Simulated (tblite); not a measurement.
A geometry optimisation, step by step.

Compound: C2H10AsOSi2 (doublet state).
SMILES with atom numbers: `[CH3:1][O:2][Si@@H:3]([AsH2:4])[CH2:5][SiH2:6]` (hydrogens: H7, H8, H9 on C1; H10 on Si3; H11, H12 on As4; H13, H14 on C5; H15, H16 on Si6)

Computed with GFN2-xTB (tblite), gas phase: L-BFGS steps from a force-field or distance-geometry start until the largest atomic force falls under 0.01 eV/Å. 6 of its 275 geometries are shown.

Step 0: E = -522.5688 eV, largest atomic force 2.132 eV/Å
```
atom  x, y, z in Å  |  force x, y, z in eV/Å
C1      2.197    0.821    0.395    0.644   0.664   1.135
O2      0.846    0.545    0.558   -0.012  -0.479  -1.401
Si3     0.170   -0.424   -0.643   -0.130   0.173   1.587
As4    -0.336   -2.537    0.169   -1.091  -1.059  -1.495
C5     -1.495    0.355   -1.063   -0.396  -0.601  -0.681
Si6    -2.261    1.097    0.466   -0.208   0.648   0.595
H7      2.358    1.847    0.005   -0.182  -0.450  -0.002
H8      2.700    0.102   -0.255    0.027   0.123   0.125
H9      2.662    0.797    1.413   -0.148  -0.078  -0.675
H10     0.930   -0.499   -1.872    0.406  -0.016  -0.246
H11    -1.294   -2.397    1.394    1.232   0.167   0.066
H12     0.948   -3.360    0.501   -0.387   0.858   0.772
H13    -1.415    1.116   -1.847   -0.092  -0.273   0.085
H14    -2.140   -0.477   -1.437    0.470   0.582   0.011
H15    -1.795    0.460    1.694   -0.096   0.011   0.099
H16    -2.082    2.565    0.511   -0.037  -0.271   0.026
```

Step 55: E = -523.5573 eV, largest atomic force 0.072 eV/Å
```
atom  x, y, z in Å  |  force x, y, z in eV/Å
C1      2.153    0.761    0.423    0.016   0.035  -0.005
O2      0.860    0.245    0.426   -0.019   0.011  -0.023
Si3     0.076   -0.582   -0.748   -0.011   0.004  -0.008
As4    -0.403   -2.697    0.101    0.001   0.008  -0.007
C5     -1.542    0.366   -1.098    0.008  -0.021  -0.031
Si6    -2.234    1.161    0.475   -0.006   0.034   0.038
H7      2.157    1.773    0.011   -0.018   0.055  -0.028
H8      2.822    0.141   -0.176    0.055  -0.020   0.013
H9      2.517    0.798    1.451   -0.010  -0.031   0.003
H10     0.932   -0.626   -1.954   -0.026   0.015   0.013
H11    -0.856   -2.119    1.407   -0.004   0.007  -0.001
H12     0.986   -2.813    0.665   -0.004  -0.054   0.010
H13    -1.395    1.143   -1.847    0.037  -0.008  -0.020
H14    -2.256   -0.340   -1.523    0.007  -0.026  -0.011
H15    -2.137    0.304    1.653   -0.043  -0.028   0.051
H16    -1.688    2.492    0.722    0.014   0.019   0.008
```

Step 110: E = -523.6374 eV, largest atomic force 0.188 eV/Å
```
atom  x, y, z in Å  |  force x, y, z in eV/Å
C1      2.090    0.911    0.289   -0.005   0.015   0.083
O2      1.139   -0.096    0.453   -0.067  -0.049  -0.039
Si3     0.139   -0.704   -0.689   -0.054   0.127  -0.125
As4    -0.616   -2.664    0.266   -0.099  -0.103   0.030
C5     -1.362    0.446   -1.069    0.079  -0.003  -0.098
Si6    -2.134    1.203    0.488   -0.078   0.045   0.061
H7      1.676    1.751   -0.275    0.094  -0.015   0.032
H8      2.963    0.509   -0.232   -0.021   0.088  -0.075
H9      2.404    1.249    1.280   -0.064   0.019  -0.049
H10     0.915   -0.853   -1.942   -0.051  -0.013   0.022
H11    -0.700   -2.020    1.614    0.025  -0.033   0.044
H12     0.761   -3.171    0.594   -0.043   0.086  -0.009
H13    -1.081    1.258   -1.744    0.131  -0.055   0.037
H14    -2.113   -0.130   -1.621    0.096  -0.014   0.161
H15    -2.869    0.256    1.331    0.099  -0.010  -0.035
H16    -1.221    2.063    1.246   -0.041  -0.084  -0.042
```

Step 164: E = -523.7112 eV, largest atomic force 0.062 eV/Å
```
atom  x, y, z in Å  |  force x, y, z in eV/Å
C1      1.982    1.020    0.259   -0.027   0.012   0.046
O2      1.188   -0.110    0.458    0.010  -0.022  -0.017
Si3     0.147   -0.769   -0.615    0.013  -0.060   0.010
As4    -0.887   -2.444    0.601   -0.016   0.033   0.011
C5     -1.181    0.509   -1.124   -0.021   0.014   0.017
Si6    -2.100    1.123    0.417   -0.013   0.040  -0.040
H7      1.370    1.874   -0.043    0.002   0.014  -0.008
H8      2.734    0.838   -0.512   -0.011  -0.013  -0.002
H9      2.479    1.252    1.201    0.012  -0.004  -0.018
H10     0.903   -1.161   -1.825   -0.010   0.012  -0.003
H11    -0.217   -2.029    1.874    0.012  -0.040  -0.016
H12     0.209   -3.433    0.342    0.026   0.009   0.006
H13    -0.728    1.341   -1.662   -0.015   0.001  -0.025
H14    -1.893    0.042   -1.804    0.045  -0.012  -0.040
H15    -2.757    0.020    1.131   -0.011  -0.007   0.038
H16    -1.255    1.936    1.291    0.004   0.021   0.040
```

Step 219: E = -523.8128 eV, largest atomic force 0.095 eV/Å
```
atom  x, y, z in Å  |  force x, y, z in eV/Å
C1      1.957    1.233    0.362   -0.018   0.061   0.003
O2      1.269    0.070    0.693   -0.054  -0.034   0.062
Si3     0.324   -0.793   -0.323   -0.006   0.000   0.015
As4    -0.632   -2.249    1.185    0.025   0.060   0.014
C5     -1.032    0.300   -1.124    0.035  -0.047   0.001
Si6    -2.108    1.126    0.199   -0.024   0.053   0.050
H7      1.272    2.086    0.348    0.017  -0.015   0.025
H8      2.414    1.147   -0.623    0.082   0.002  -0.047
H9      2.731    1.403    1.111   -0.019   0.009  -0.018
H10     1.185   -1.282   -1.426   -0.029  -0.014  -0.004
H11     0.418   -3.297    0.983   -0.020  -0.018  -0.042
H12    -1.460   -2.878    0.097    0.029  -0.016  -0.004
H13    -0.586    1.054   -1.774    0.001  -0.006   0.024
H14    -1.648   -0.332   -1.762   -0.032  -0.007  -0.027
H15    -2.673    0.178    1.172    0.011  -0.004  -0.033
H16    -1.438    2.243    0.873    0.001  -0.024  -0.019
```

Step 274: E = -523.8229 eV, largest atomic force 0.008 eV/Å
```
atom  x, y, z in Å  |  force x, y, z in eV/Å
C1      1.989    1.240    0.339   -0.001   0.001  -0.001
O2      1.271    0.099    0.688    0.000   0.000   0.005
Si3     0.330   -0.778   -0.319   -0.006   0.000  -0.004
As4    -0.568   -2.254    1.201   -0.003  -0.005  -0.005
C5     -1.049    0.299   -1.101   -0.002  -0.001  -0.003
Si6    -2.108    1.112    0.246    0.004  -0.002   0.006
H7      1.311    2.040    0.031    0.001   0.003   0.001
H8      2.674    1.029   -0.485    0.005   0.002   0.000
H9      2.560    1.566    1.208   -0.002  -0.001  -0.003
H10     1.165   -1.270   -1.438    0.002  -0.002  -0.003
H11     0.354   -3.365    0.796    0.001   0.003   0.001
H12    -1.555   -2.747    0.177    0.000   0.003   0.003
H13    -0.619    1.057   -1.755    0.004   0.002   0.005
H14    -1.674   -0.333   -1.732    0.000  -0.004   0.003
H15    -2.685    0.130    1.176    0.000   0.003  -0.003
H16    -1.404    2.184    0.955   -0.003  -0.002  -0.002
```

Question: Summarise the path.

Answer: The energy falls by 121.00 kJ/mol from step 0 to step 274; nine tenths of that is first reached at step 148. It rises by more than 0.2 meV at steps 182, 191, 194, 197 and 206. The largest force goes from 2.132 to 0.008 eV/Å. Among the bonds As4–H11 changes most, from 1.561 to 1.499 Å; the atoms move by 1.096 Å rms after alignment.

What follows is the cost of the whole relaxation. On one thread of an Arm Neoverse V1, shared host with 64 logical CPUs at a one-minute load of 15, this took 2.2 s.
